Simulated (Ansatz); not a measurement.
Relaxation of C$_{2}$H$_{10}$BNSi (15 atoms, charge 0, multiplicity 1), to a largest force component of 0.015 eV/Å in at most 40 steps.

Theory: RKS B3LYP-D4/STO-3G in Ansatz 0.2.0.

```xyz
15
Properties=species:S:1:pos:R:3:forces:R:3
B -1.232 0.081 1.073 -1.45 1.40 0.12
C -0.075 -0.537 0.227 -0.20 0.77 0.07
C 0.732 -1.422 1.135 2.76 -2.61 0.85
N 0.876 0.491 -0.389 -0.59 0.04 -1.88
Si 0.072 1.194 -1.886 0.08 0.83 0.98
H -1.053 0.865 1.966 0.22 -0.68 -0.52
H -2.373 -0.095 0.761 0.56 -0.10 0.28
H -0.468 -1.176 -0.563 -0.10 -0.15 -0.69
H 0.127 -2.245 1.554 -0.12 0.15 0.14
H 1.210 -0.879 1.974 -0.28 0.01 -0.22
H 1.580 -1.946 0.568 -1.11 0.89 0.59
H 1.019 1.260 0.310 -0.11 0.24 0.38
H 0.963 2.193 -2.470 -0.18 -0.35 0.14
H -0.236 0.152 -2.830 0.09 -0.16 0.03
H -1.181 1.879 -1.517 0.43 -0.27 -0.26
```

Task: Where does it end, and by what steps?

Result: The run converged. The force dipped under the threshold on the way, but the program's further checks kept it going. Limits of this set-up: minimal basis. After 24 steps the energy has fallen by 1.892 eV; H13 moved furthest, 1.18 Å. Joined: B1–N4.

| step | energy less start (eV) | largest force component (eV/Å) | accepted |
| --- | --- | --- | --- |
| 0 | 0.0000 | 2.763 | yes |
| 1 | -0.2013 | 1.059 | yes |
| 2 | -0.3029 | 0.452 | yes |
| 3 | -0.3381 | 0.255 | yes |
| 4 | -0.3827 | 0.374 | yes |
| 5 | -0.4986 | 0.953 | yes |
| 6 | -0.7477 | 1.905 | yes |
| 7 | -1.1978 | 2.379 | yes |
| 8 | -1.4019 | 4.137 | yes |
| 9 | -1.7958 | 1.130 | yes |
| 10 | -1.8007 | 0.694 | yes |
| 11 | -1.8559 | 0.152 | yes |
| 12 | -1.8587 | 0.038 | yes |
| 13 | -1.8635 | 0.097 | yes |
| 14 | -1.8640 | 0.323 | yes |
| 15 | -1.8721 | 0.075 | yes |
| 16 | -1.8766 | 0.045 | yes |
| 17 | -1.8785 | 0.301 | yes |
| 18 | -1.8848 | 0.095 | yes |
| 19 | -1.8877 | 0.098 | yes |
| 20 | -1.8899 | 0.095 | yes |
| 21 | -1.8909 | 0.058 | yes |
| 22 | -1.8916 | 0.017 | yes |
| 23 | -1.8917 | 0.009 | yes |
| 24 | -1.8917 | 0.010 | yes |

```xyz
15
Properties=species:S:1:pos:R:3
B -1.269 0.145 0.801
C -0.143 -0.835 0.287
C 1.021 -1.374 1.141
N -0.007 0.668 -0.071
Si -0.106 1.238 -1.772
H -1.235 0.512 1.910
H -2.280 0.194 0.216
H -0.296 -1.426 -0.631
H 0.765 -2.385 1.496
H 1.184 -0.738 2.025
H 1.964 -1.442 0.572
H 0.745 1.120 0.501
H 1.184 1.041 -2.396
H -1.125 0.452 -2.423
H -0.439 2.644 -1.743
```

The run took 74 s on 1 thread of Arm Neoverse V2 (shared host), peak memory 0.15 GiB.
